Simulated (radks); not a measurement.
Task: Cd, 48 electrons, occupied as [Kr] 4d9.5 5s2 5p0.5 (fractional occupations, a model configuration). All-electron calculation, Dirac Kohn-Sham, LDA (Slater exchange, Perdew-Wang correlation), spin-unpolarised, spherical densities, point nucleus; open shells are shared between the two j in proportion to 2j + 1. Program: a radial shooting solver on a logarithmic mesh with Libxc functionals. Some entries of the table are withheld. Estimate them.

orbital,occ.,eigenvalue (eV),<r> (bohr)
1s1/2,2,-26480.67,0.03042
2s1/2,2,-3934.269,0.1314
2p1/2,2,-3664.958,0.1113
2p3/2,4,-3472.785,0.1164
3s1/2,2,-735.6346,0.3587
3p1/2,2,-627.5784,0.3498
3p3/2,4,-593.2559,0.3609
3d3/2,4,-401.2969,0.3329
3d5/2,6,-394.3140,0.3364
4s1/2,2,(1),(2)
4p1/2,2,-74.2234,0.9357
4p3/2,4,-68.2869,0.9670
4d3/2,3.8,-15.1060,1.252
4d5/2,5.7,-14.3791,1.271
5s1/2,2,-7.1695,(3)
5p1/2,0.166667,-2.2425,3.884
5p3/2,0.333333,-1.9979,4.080

Result: 
(1) 4s1/2 eigenvalue (eV): -109.0400
(2) 4s1/2 <r> (bohr): 0.8771
(3) 5s1/2 <r> (bohr): 2.753
